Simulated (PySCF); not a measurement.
## Correlation energy of Ca(3+) (calcium, charge +3)

[Ne] 3s2 3p5, 2P determinant. All numbers are calculated (PySCF 2.14, the non-relativistic Hamiltonian (point nucleus), in pcseg-2 (6s4p3d, 33 functions)). Frozen: [Ne] 3s2; 5 electrons correlated.

Total MP2 correlation energy: -86.98 mhartree.

Same-spin part -26.54 and opposite-spin part -60.44 mhartree; SCS-MP2 scales them by 1/3 and 6/5 to -81.38 mhartree.

```
  level  correlation energy (mhartree)
   CCSD                        -104.21
    (T)                          -0.32
CCSD(T)                        -104.53
```

Diagnostics: T1 = 0.0018, D1 = 0.0029, largest double amplitude 0.035.

Task: Is a single reference adequate?

Result: Yes: T1 lies below 0.03 and no double amplitude reaches 0.07.
